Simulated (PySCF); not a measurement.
Vertical excitation energies

Compound: C₅H₄NOP₃.
Numbering: `[CH3:1][O:2][c:3]1[p:4][cH:5][p:6][c:7]([C:8]#[N:9])[p:10]1` (hydrogens: H11, H12, H13 on C1; H14 on C5)

Method used: TDDFT B3LYP/def2-SVPD, vertical, gas phase, core orbitals frozen in the response in PySCF. Isolated species at its GFN2-xTB geometry (one conformer only). Torsions of this conformer, `[CH3:1][O:2][c:3]1[p:4][cH:5][p:6][c:7]([C:8]#[N:9])[p:10]1`: C1–O2–C3–P4 -1°.

Question: What does the calculation give for the low-lying excited states?

Answer: 

```
state  E (eV)  E (hartree)       f  main configurations (H = HOMO, L = LUMO)
   S1    3.15       0.1157   0.038                  H→L (85%), H-1→L+1 (13%)
   S2    3.46       0.1270  0.0006                  H-2→L (74%), H-3→L (23%)
   S3    3.53       0.1297  0.0080                  H-3→L (76%), H-2→L (24%)
   S4    3.85       0.1416   0.015                  H→L+1 (63%), H-1→L (35%)
   S5    3.92       0.1440  0.0013              H-2→L+1 (86%), H-3→L+1 (12%)
   S6    4.04       0.1486  0.0089              H-3→L+1 (87%), H-2→L+1 (12%)
   S7    4.35       0.1600   0.368                  H-1→L (60%), H→L+1 (32%)
   S8    4.43       0.1627   0.185                  H-1→L+1 (80%), H→L (11%)
```

Triplets (Tamm–Dancoff): T1 2.36 eV, H→L (98%); T2 2.45 eV, H→L+1 (62%), H-1→L (34%); T3 2.84 eV, H-1→L (63%), H→L+1 (36%).

The lowest singlet lies at 3.15 eV (394 nm, visible) and is of moderate strength; its leading configuration is HOMO→LUMO (85%). The most intense listed level is S7 at 4.35 eV (285 nm, f = 0.368), 1.21 eV above S1. Löwdin shares by element: HOMO phosphorus 30% or more, oxygen 20%, carbon 16% or more (atoms not listed hold the other 34%); LUMO phosphorus 41% or more, carbon 30% or more (atoms not listed hold the other 29%). Of the 8 states listed, 4 reach f = 0.01 and none stays under 0.0005. Weighted by f, the mean energy of these states is 4.28 eV. The listed states span 1.28 eV. S1 lies in the visible range (380 to 750 nm), at 394 nm, f = 0.038; light of that wavelength is violet, and its complementary colour is yellow-green; a Tamm–Dancoff triplet lies at 525 nm, without intensity as long as spin–orbit coupling is left out. Only the lowest 8 singlets were computed, as vertical energies without vibronic structure.

Hardware: one thread, Arm Neoverse V2 (aarch64), no GPU, shared host with 96 logical CPUs at a one-minute load of 29. Cost: 57 s of wall time (grids of density and orbitals included), 1.1 GiB resident at most.
